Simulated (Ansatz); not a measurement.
Coupled-cluster diagnostics for GeH2Me(OMe) (C₂H₈GeO), Ansatz.

Geometry of the singlet (PBE-D4/def2-SVP):

```xyz
12

C    -1.032    0.822    1.746
C     0.763   -1.370   -1.512
Ge    0.060    0.752    0.131
O     0.048   -0.989   -0.358
H     1.538    1.186    0.385
H    -0.537    1.598   -1.038
H    -1.074    1.857    2.139
H    -0.599    0.161    2.520
H    -2.061    0.482    1.519
H     0.394   -0.869   -2.441
H     0.641   -2.466   -1.655
H     1.859   -1.163   -1.436
```

Correlated methods freeze 12 core orbitals; core or outer-core shells of Ge are correlated, in sets that lack core-valence functions.

(1) Estimate the CCSD(T) correlation energy, the shares of MP2 and (T), T1 and the reference's ⟨S²⟩ for: charge 0, singlet, own geometry in def2-SVP; and the rough time on 2 threads of Arm Neoverse V1 on a shared host.

Answers

(1) 
```csv
state,basis,correlation (eV),MP2 share (%),(T) share (%),T1,⟨S²⟩ (pure),wall time
"charge 0, singlet, own geometry",def2-SVP,-21.069,92.0,2.6,0.010,0.00 (0.00),20 s
```
Customary marks for T1 are 0.02 (closed shells), 0.045 (open shells) and about 0.05 (3d metals). T1 stays under 0.02 throughout.
